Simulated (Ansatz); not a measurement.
`F[CH2][InH][F]` + H₂ → `[F][InH2]` + `CF` at 298.15 K and 1 bar (hydrogenolysis of the In–C bond).

Computed with Ansatz on PBE0-D4/def2-TZVP structures; ΔE is electronic, products minus reactants. CCSD(T)/CBS is the MP2 limit (def2-TZVPP, def2-QZVPP) plus CCSD(T) − MP2 in def2-TZVPP, frozen cores. This one scheme is used for every species. def2 core potentials past Kr. For In outer-core shells are correlated without core-valence functions, which leaves a few kJ/mol of doubt a bond. Each species was taken in one conformer, which may not be the lowest.

```csv
species,CCSD(T)/CBS energy (Eh),H − E (kJ/mol),S (J/(mol·K))
`F[CH2][InH][F]`,-429.25055,114.6,341.9
H₂,-1.17544,35.1,130.4
`[F][InH2]`,-290.81142,47.3,264.9
`CF`,-139.63461,113.4,222.6
```

H − E and S are ideal-gas, rigid-rotor, harmonic terms from PBE0-D4/def2-TZVP, for one conformer and one mirror image of each species. The MP2-based limit puts H₂ 0.8 mEh under its directly extrapolated value; such offsets cancel only in part. 1 Eh = 2625.50 kJ/mol, R = 8.31446 J/(mol·K).

By hand: ΔE, ΔH, ΔS and ΔG.

ΔE = (-290.81142) + (-139.63461) − (-429.25055) − (-1.17544) = -0.02004 Eh = -52.6 kJ/mol. Δ(H − E) = 47.3 + 113.4 − 114.6 − 35.1 = 11.0, so ΔH = -41.6 kJ/mol. ΔS = 264.9 + 222.6 − 341.9 − 130.4 = 15.2 J/(mol·K). ΔG = -41.6 − 298.15 × (15.2)/1000 = -46.1 kJ/mol.

By hand: the equilibrium constant, and the temperature at which ΔG would vanish if ΔH and ΔS stayed fixed.

log₁₀ K = −ΔG/(RT ln 10) = 8.1. ΔH and −TΔS have one sign here, so there is no such temperature.

ΔH outweighs TΔS. A doubt of 5 kJ/mol in ΔE shifts log₁₀ K by 0.9 here. Other conformers and mirror images would add mixing entropy, several J/(mol·K) or more a flexible species. Modes under 60 cm⁻¹, often nearly free rotors, make the harmonic entropy too high. These are equilibria of isolated gas molecules and say nothing of rates. Largest T1 diagnostic: 0.016 (customary marks: 0.02 for closed shells, 0.045 for open ones).
